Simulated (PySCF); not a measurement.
# Radial density of Ge⁺ (germanium, charge +1)

M06-2X, [Ar] 3d10 4s2 4p1, 2P determinant. All numbers are calculated (PySCF 2.14, the spin-free X2C one-electron Hamiltonian (Gaussian nucleus), in aug-cc-pVDZ-DK (6s5p3d, 36 functions)).

| r (bohr) | 4πr²ρ (e/bohr) | 4πr²(ρα − ρβ) |
| --- | --- | --- |
| 0.000627 | 0.1921 | 0.0000 |
| 0.00105 | 0.4964 | 0.0000 |
| 0.00177 | 1.198 | 0.0000 |
| 0.00298 | 2.844 | 0.0000 |
| 0.00502 | 6.491 | 0.0001 |
| 0.00844 | 13.70 | 0.0002 |
| 0.0142 | 25.19 | 0.0006 |
| 0.0239 | 36.86 | 0.0016 |
| 0.0402 | 38.10 | 0.0054 |
| 0.0676 | 31.53 | 0.0162 |
| 0.114 | 41.23 | 0.0258 |
| 0.191 | 40.52 | 0.0011 |
| 0.322 | 22.61 | 0.0167 |
| 0.541 | 28.93 | 0.0494 |
| 0.910 | 12.65 | 0.0074 |
| 1.53 | 2.824 | 0.3463 |
| 2.57 | 1.122 | 0.4060 |
| 4.33 | 0.1202 | 0.0702 |
| 7.28 | 0.0009560 | 0.0008 |

Densities and radii are taken from the X2C orbitals without a picture-change correction, which distorts them close to the nucleus.
